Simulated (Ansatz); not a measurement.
Ansatz (a quantum-chemistry and plane-wave program) input (MP2/def2-TZVP):

Ansatz 0.2 input:
```yaml
crystal:
  periodic: [false, false, false]
  atoms:
    - {symbol: C, position_ang: [-0.00000000, -0.00000000, -0.62355895]}
    - {symbol: C, position_ang: [0.00000000, 0.00000000, 0.62355895]}
basis:
  gaussian:
    orbitals: def2-TZVP
magnetization: {spin_polarized: false}
correlation: {method: mp2, electrons: outside_noble_gas}
relax: {f_tol: 0.003, max_steps: 100}
```

Output:

```
Functional definition: HF
these checks for a lower state are left out or cut short: cluster_reference
integrals: 0.01 GiB planned
435 factors; integrals over basis functions are off by at most 4.0e-4 eV
mean field: 0.07 GiB planned
mean field evaluation 1: about -2051.6413 eV, gradient 8.5e0 eV
mean field evaluation 2: about -2051.6429 eV, gradient 8.5e0 eV
mean field evaluation 4: about -2051.8324 eV, gradient 6.2e-1 eV
mean field evaluation 8: about -2051.8341 eV, gradient 2.6e-6 eV
mean field evaluation 16: about -2052.8417 eV, gradient 4.2e-1 eV
mean field evaluation 32: about -2051.6413 eV, gradient 8.5e0 eV
mean field evaluation 64: about -2052.8600 eV, gradient 1.7e-1 eV
mean field -2052.86063180 eV, -75.4412367396 hartree, gradient 1.0e-6 eV, S^2 0.000000; 10 other end points of the search recorded, 0 dependent functions left out; unrestricted orbitals would lower it
2 core orbitals not correlated
reference -2052.86063180 eV, -75.4412367396 hartree; 4, 4 occupied and 56, 56 virtual orbitals, 435 factors
densities: 0.07 GiB planned
second order -5.72044122 eV of doubles, -0.00000000 eV of singles
the calculation of the forces begins
relax step   1: F+E_penalty+E_count = -2058.58107301 eV  Δ(F+E_penalty+E_count) = +0.000e0 eV  max|allowed force component| = 9.873e0 eV/Å  Δτ_max = 0.0000 Å  (319 SCF iters, accepted)
these checks for a lower state are left out or cut short: starts, cluster_reference, orbital_swaps, neighbouring_geometries, increment
integrals: 0.01 GiB planned
435 factors; integrals over basis functions are off by at most 3.7e-4 eV
mean field: 0.07 GiB planned
mean field evaluation 96: about -2053.2664 eV, gradient 4.1e-5 eV
mean field -2053.26636743 eV, -75.4561472491 hartree, gradient 2.1e-6 eV, S^2 0.000000; 0 other end points of the search recorded, 0 dependent functions left out; unrestricted orbitals would lower it
2 core orbitals not correlated
reference -2053.26636743 eV, -75.4561472491 hartree; 4, 4 occupied and 56, 56 virtual orbitals, 435 factors
densities: 0.07 GiB planned
second order -5.89731268 eV of doubles, -0.00000000 eV of singles
the calculation of the forces begins
relax step   2: F+E_penalty+E_count = -2059.16368011 eV  Δ(F+E_penalty+E_count) = -5.826e-1 eV  max|allowed force component| = 1.866e0 eV/Å  Δτ_max = 0.0532 Å  (29 SCF iters, accepted)
these checks for a lower state are left out or cut short: starts, cluster_reference, orbital_swaps, neighbouring_geometries, increment
integrals: 0.01 GiB planned
435 factors; integrals over basis functions are off by at most 3.9e-4 eV
mean field: 0.07 GiB planned
mean field -2053.23441568 eV, -75.4549730438 hartree, gradient 8.8e-7 eV, S^2 0.000000; 0 other end points of the search recorded, 0 dependent functions left out; unrestricted orbitals would lower it
2 core orbitals not correlated
reference -2053.23441568 eV, -75.4549730438 hartree; 4, 4 occupied and 56, 56 virtual orbitals, 435 factors
densities: 0.07 GiB planned
second order -5.96324342 eV of doubles, -0.00000000 eV of singles
the calculation of the forces begins
relax step   3: F+E_penalty+E_count = -2059.19765910 eV  Δ(F+E_penalty+E_count) = -3.398e-2 eV  max|allowed force component| = 1.698e-1 eV/Å  Δτ_max = 0.0172 Å  (30 SCF iters, accepted)
these checks for a lower state are left out or cut short: starts, cluster_reference, orbital_swaps, neighbouring_geometries, increment
integrals: 0.01 GiB planned
435 factors; integrals over basis functions are off by at most 3.9e-4 eV
mean field: 0.07 GiB planned
mean field -2053.22056537 eV, -75.4544640545 hartree, gradient 2.4e-6 eV, S^2 0.000000; 0 other end points of the search recorded, 0 dependent functions left out; unrestricted orbitals would lower it
2 core orbitals not correlated
reference -2053.22056537 eV, -75.4544640545 hartree; 4, 4 occupied and 56, 56 virtual orbitals, 435 factors
densities: 0.07 GiB planned
second order -5.97721053 eV of doubles, -0.00000000 eV of singles
the calculation of the forces begins
relax step   4: F+E_penalty+E_count = -2059.19777590 eV  Δ(F+E_penalty+E_count) = -1.168e-4 eV  max|allowed force component| = 1.342e-1 eV/Å  Δτ_max = 0.0035 Å  (29 SCF iters, accepted)
these checks for a lower state are left out or cut short: starts, cluster_reference, orbital_swaps, neighbouring_geometries, increment
integrals: 0.01 GiB planned
435 factors; integrals over basis functions are off by at most 3.9e-4 eV
mean field: 0.07 GiB planned
mean field evaluation 128: about -2053.2272 eV, gradient 5.5e-7 eV
mean field -2053.22718331 eV, -75.4547072592 hartree, gradient 5.5e-7 eV, S^2 0.000000; 0 other end points of the search recorded, 0 dependent functions left out; unrestricted orbitals would lower it
2 core orbitals not correlated
reference -2053.22718331 eV, -75.4547072592 hartree; 4, 4 occupied and 56, 56 virtual orbitals, 435 factors
densities: 0.07 GiB planned
second order -5.97080311 eV of doubles, -0.00000000 eV of singles
the calculation of the forces begins
relax step   5: F+E_penalty+E_count = -2059.19798642 eV  Δ(F+E_penalty+E_count) = -2.105e-4 eV  max|allowed force component| = 3.117e-3 eV/Å  Δτ_max = 0.0016 Å  (25 SCF iters, accepted)
these checks for a lower state are left out or cut short: starts, cluster_reference, orbital_swaps, neighbouring_geometries, increment
integrals: 0.01 GiB planned
435 factors; integrals over basis functions are off by at most 3.9e-4 eV
mean field: 0.07 GiB planned
mean field -2053.22703913 eV, -75.4547019609 hartree, gradient 1.6e-6 eV, S^2 0.000000; 0 other end points of the search recorded, 0 dependent functions left out; unrestricted orbitals would lower it
2 core orbitals not correlated
reference -2053.22703913 eV, -75.4547019609 hartree; 4, 4 occupied and 56, 56 virtual orbitals, 435 factors
densities: 0.07 GiB planned
second order -5.97094739 eV of doubles, -0.00000000 eV of singles
the calculation of the forces begins
relax step   6: F+E_penalty+E_count = -2059.19798652 eV  Δ(F+E_penalty+E_count) = -1.038e-7 eV  max|allowed force component| = 1.447e-5 eV/Å  Δτ_max = 0.0000 Å  (21 SCF iters, accepted)
these checks for a lower state are left out or cut short: cluster_reference
integrals: 0.01 GiB planned
435 factors; integrals over basis functions are off by at most 3.9e-4 eV
mean field: 0.07 GiB planned
mean field evaluation 160: about -2053.2270 eV, gradient 3.9e-2 eV
mean field -2053.22703913 eV, -75.4547019609 hartree, gradient 1.6e-6 eV, S^2 0.000000; 7 other end points of the search recorded, 0 dependent functions left out; unrestricted orbitals would lower it
2 core orbitals not correlated
reference -2053.22703913 eV, -75.4547019609 hartree; 4, 4 occupied and 56, 56 virtual orbitals, 435 factors
densities: 0.07 GiB planned
second order -5.97094739 eV of doubles, -0.00000000 eV of singles
the calculation of the forces begins
Total energy: -2059.19798652 eV, -75.6741302302 hartree
Atom 0 at     0.000000    -0.000000    -0.695925 Å, force    -0.000000    -0.000000     0.000014 eV/Å
Atom 1 at    -0.000000     0.000000     0.695925 Å, force     0.000000     0.000000    -0.000014 eV/Å
Dipole moment:     0.000000    -0.000000    -0.000000 e Å
Checks for a lower state left out: cluster_reference
```

This is an excited singlet: at this geometry the triplet lies 0.96 eV lower at wB97M-V/def2-TZVPD.
